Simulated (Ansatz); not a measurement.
C$_{3}$H$_{8}$AlClO (`CC(C)[O][AlH][Cl]`). Total charge 0; spin multiplicity 1.

Cartesian coordinates in Å:
```
C 0.0293 0.9764 1.3344
C 0.2642 -0.0586 0.2529
C 0.1012 -1.4727 0.7719
O -0.6572 0.1548 -0.7969
Al -0.5618 0.5567 -2.4179
Cl 1.3278 0.8567 -3.2778
H -0.9887 0.8897 1.7225
H 0.1616 1.9858 0.9390
H 0.7299 0.8382 2.1612
H 1.2876 0.0599 -0.1311
H -0.9144 -1.6204 1.1476
H 0.8049 -1.6704 1.5839
H 0.2825 -2.1994 -0.0228
H -1.8670 0.7032 -3.2669
```

Question: List the harmonic frequencies (cm⁻¹, unscaled) at PBE0-D4/def2-TZVP in Ansatz. (An estimate is asked.)

Answer: Ansatz gave: 15, 65, 104, 226, 230, 280, 332, 437, 451, 470, 516, 633, 728, 898, 926, 945, 1080, 1165, 1182, 1203, 1368, 1383, 1398, 1408, 1471, 1475, 1484, 1498, 2012, 3000, 3047, 3052, 3127, 3129, 3132, 3134.

Question: Is this a minimum?

Answer: Yes, all 36 modes are real.

Question: Give the ideal-gas thermochemistry at 298.15 K and 1 bar (rigid rotor, harmonic oscillator; point group Cs, symmetry number 1).

Answer: Zero-point energy 281.2 kJ/mol; H(298) − E = 306.4 kJ/mol; entropy 396.5 J/(mol·K), of which translation 168.8, rotation 119.9, vibration 107.8; G(298) − E = 188.1 kJ/mol. Modes under 100 cm⁻¹ are hindered rotations or soft bends, so the harmonic entropy is rough.
